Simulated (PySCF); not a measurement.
Compound: B3H3O3.
Cartesian coordinates in Å at the PBE0-D3(BJ)/def2-SVP level; atoms count from 1:
```
atom  x, y, z in Å
B1    -0.6400    1.1764    0.2342
O2    -1.3372   -0.0027    0.1730
B3    -0.6865   -1.1860   -0.0629
O4     0.6712   -1.1823   -0.2509
B5     1.3796   -0.0098   -0.1981
O6     0.7176    1.1652    0.0465
H7    -1.2128    2.2100    0.4520
H8    -1.3019   -2.2170   -0.1038
H9     2.5698   -0.0113   -0.3660
```

Computed at PBE0/pcSseg-1 (PySCF, non-relativistic), with Q(11B) = 0.04059 b, Q(17O) = −0.0256 b: B1, 11B (I = 3/2): χzz = 3.817 MHz, η = 0.460; O2, 17O (I = 5/2): χzz = 5.094 MHz, η = 0.766.

Problem. Where would the pure quadrupole (NQR) lines of 11B at B1 fall for the rigid, isolated species?

Solution. From ν = (|χ|/2)√(1 + η²/3): ν = 1.975 MHz (three-coordinate boron).

Problem. Find the zero-field quadrupole resonance frequencies of 17O at O2.

Solution. From the eigenvalues of H = χ/[4I(2I − 1)] × [3Iz² − I(I + 1) + η(Ix² − Iy²)], steps between neighbouring levels, labelled as for η = 0: ±1/2↔±3/2 1.148 MHz, ±3/2↔±5/2 1.400 MHz (boron-bound oxygen).

In a crystal, neighbours and librations shift these lines. With so small a basis the couplings can be 20 % off.

These values come from a run that also computed NMR shieldings. On an Arm Neoverse V2 with one thread, no GPU, shared host with 32 logical CPUs at a one-minute load of 11, this took 7.9 s (grids of density and orbitals included) and 0.53 GiB of memory at its peak.
